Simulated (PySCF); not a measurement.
Computed shifts of a molecule CH7FSi2, PBE/pcSseg-1 (PySCF), GIAO, gas phase, atoms alike by connectivity averaged where their shifts nearly agree, in ppm (number of nuclei): ²⁹Si: 13.6 (1), -72.2 (1). ¹³C: -2.0 (1). ¹⁹F: -243.0 (1). ¹H: 6.03 (1), 5.76 (1), 4.59 (3), 1.14 (1), 0.29 (1). References: ²⁹Si against TMS (σ = 335.4 ppm); ¹³C against TMS (σ = 182.0 ppm); ¹⁹F against CFCl3 (σ = 133.6 ppm); ¹H against TMS (σ = 31.49 ppm), references at their B3LYP-D3(BJ)/def2-TZVP geometries, non-relativistic. Coordinates come from a PBE-D3(BJ)/def2-SVP optimisation. The values are those of a single conformer.

**Question.** Pick the molecule that these values belong to.
(A) C[Si@@H](F)[SiH3]
(B) FC([SiH3])[SiH3]
(C) F[SiH2]C[SiH3]
(D) FC[SiH2][SiH3]

**Answer.** C, F[SiH2]C[SiH3]
